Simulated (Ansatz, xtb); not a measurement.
Two isomers of FH3NOSi+

Structure a is `[NH3+][Si](=O)F`, a singlet and structure b is `[NH2+]=[Si](O)F`, a singlet. Both are isolated ions in the gas phase, relaxed with PBE0-D3(BJ)/def2-SVP; the shapes shown needn't be the lowest conformers.

a (Å):

```tsv
atom	x (Å)	y (Å)	z (Å)
F	1.8101	-2.0090	1.9686
N	0.0374	-1.0472	0.2671
O	2.7981	-0.4363	-0.2842
Si	1.8611	-1.1411	0.6582
H	-0.1006	-0.4927	-0.5925
H	-0.5161	-0.6019	1.0168
H	-0.3926	-1.9734	0.1121
```

b (Å):

```xyz
7

F     1.8300   -0.9060   -1.3214
N    -0.1609   -1.7451    0.3419
O     2.0479   -0.0812    1.1705
Si    1.2237   -0.9053    0.1198
H    -0.6543   -1.8235    1.2298
H    -0.6150   -2.2487   -0.4210
H     1.9539    0.1164    2.1116
```

Problem. Which of the two would you expect CCSD(T)/def2-TZVP electronic energies to favour?

Solution. Structure b; the calculation gives E(b) − E(a) = −123.0 kJ/mol.

Level by level:

```json
{"level": "GFN2-xTB", "geometry": "GFN2-xTB", "E(b) − E(a) (kJ/mol)": "−61.0", "departure from the last row (kJ/mol)": "+62.0", "job, with rough time for the two": "optimisation, 0.17 s"}
{"level": "HF/STO-3G", "geometry": "GFN2-xTB", "E(b) − E(a) (kJ/mol)": "−161.0", "departure from the last row (kJ/mol)": "−38.0", "job, with rough time for the two": "single point, 0.3 s"}
{"level": "r2SCAN-D4/def2-SVP", "geometry": "GFN2-xTB", "E(b) − E(a) (kJ/mol)": "−122.7", "departure from the last row (kJ/mol)": "+0.4", "job, with rough time for the two": "single point, 2.1 s"}
{"level": "PBE0-D3(BJ)/def2-SVP", "geometry": "PBE0-D3(BJ)/def2-SVP", "E(b) − E(a) (kJ/mol)": "−127.2", "departure from the last row (kJ/mol)": "−4.1", "job, with rough time for the two": "optimisation, 66 s"}
{"level": "HF/def2-TZVP", "geometry": "PBE0-D3(BJ)/def2-SVP", "E(b) − E(a) (kJ/mol)": "−177.0", "departure from the last row (kJ/mol)": "−54.0", "job, with rough time for the two": "part of the CCSD(T) run"}
{"level": "MP2/def2-TZVP", "geometry": "PBE0-D3(BJ)/def2-SVP", "E(b) − E(a) (kJ/mol)": "−117.6", "departure from the last row (kJ/mol)": "+5.4", "job, with rough time for the two": "part of the CCSD(T) run"}
{"level": "CCSD(T)/def2-TZVP", "geometry": "PBE0-D3(BJ)/def2-SVP", "E(b) − E(a) (kJ/mol)": "−123.0", "departure from the last row (kJ/mol)": "", "job, with rough time for the two": "single point, 43 s"}
```

As drawn, b has 1 N=Si, 1 O–Si, 1 O–H in place of 1 N–Si, 1 O=Si, 1 N–H.

The levels shown agree on the order. The largest departure from CCSD(T)/def2-TZVP is that of GFN2-xTB, 62.0 kJ/mol.

With harmonic frequencies from PBE0-D3(BJ)/def2-SVP (ideal gas, rigid rotor, one conformer each, 298.15 K, 1 atm): on the last row, ΔE + ΔZPE = −129.2, ΔH = −129.3, ΔG = −126.7 kJ/mol.

The correlated steps freeze 8 core orbitals. Programs: Ansatz 0.2.0, xtb 6.7.1; the last row on 1 thread of Intel(R) Xeon(R) Platinum 8375C CPU @ 2.90GHz (Ice Lake) on a shared host.
